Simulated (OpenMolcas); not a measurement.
**Cr³⁺: the spin-orbit constant, Racah parameters, worked from levels**

```yaml
Program: OpenMolcas
Basis: ANO-RCC-VTZP [6s5p3d2f1g]
Scalar_Hamiltonian: DKH2, point nucleus
Active_space: 3 electrons in 9 orbitals (RAS2 3d 4s; RAS3 4p, at most 2 electrons)
State_averaging: 2S+1 = 4 even, 20 roots; 2S+1 = 2 even, 64 roots kept (CI in the orbitals of an earlier block); 2S+1 = 4 odd, 21 roots; 2S+1 = 2 odd, 12 roots kept (CI in the orbitals of an earlier block)
Spin-orbit_coupling: state interaction with AMFI integrals over the reference wave functions, term energies averaged over their components
```

Methods: RASSCF; MS-RASPT2, IPEA 0.25 Eh, imaginary shift 0.1 Eh (closed shells correlated: 3s 3p). Measured levels: Sugar and Corliss, J. Phys. Chem. Ref. Data 6, 317 (1977).

**The spin-orbit constant.** For the Hund term 4F of d3, E(J) = (A/2) J(J+1) + constant and ζ = 2S·A = 3A. From J = 3/2 to J = 9/2 the energy changes by 10.5 A.

```tsv
Source	E(9/2) - E(3/2)	A	ζ
RASSCF	1041.7	99.2	298
MS-RASPT2	1043.0	99.3	298
measured	945.6	90.1	270
```

All in cm-1. MS-RASPT2 is off by +10.3 % and RASSCF by +10.2 %. Both methods take the spin-orbit matrix elements from the reference wave functions, so the second can move ζ only through the term energies and any multistate remixing. Second-order mixing with other terms is absorbed into this ζ.

**Racah parameters.** Above 4F, d3 has 4P at 15B, 2G at 4B + 3C and 2H at 9B + 3C. The first two fix B and C, and the third tests them; where it misses by thousands of cm-1, two parameters do not describe the configuration (Trees and configuration-interaction terms are left out) and B and C hang on the terms chosen. Term energies are centres of gravity, weighted by 2J + 1.

```json
{"Source": "RASSCF", "4P": "17819", "2G": "18172", "B": "1188", "C": "4473", "C/B": "3.77", "2H from B, C": "24111", "2H found": "24284"}
{"Source": "MS-RASPT2", "4P": "14004", "2G": "14919", "B": "934", "C": "3728", "C/B": "3.99", "2H from B, C": "19590", "2H found": "21144"}
{"Source": "measured", "4P": "13758", "2G": "14699", "B": "917", "C": "3677", "C/B": "4.01", "2H from B, C": "19284", "2H found": "20658"}
```

Energies in cm-1. From RASSCF to MS-RASPT2, B changes by -21.4 % and C by -16.7 %. Against the measured terms, MS-RASPT2 has B off by +1.9 % and C by +1.4 %.

CASPT2 does not keep the components of a term degenerate, so their means are used; among the terms shown or strongly mixed into the levels shown the widest spread is 900 cm-1 (3d3 4F, MS-RASPT2). Terms from blocks run as CI alone lack orbitals of their own. Without dynamic correlation excited terms often stand tens of per cent too high (terms of higher spin than the ground term too low), and those without a measured partner can miss by more than the paired ones (holds for RASSCF). Measured partners are found by configuration, term and J. A level has none where our copy of the source lacks it or the pairing is in doubt (some pairs that miss far off the trend of their configuration count as doubtful), and it then counts in no deviation. Levels of configurations outside the active space are missing.
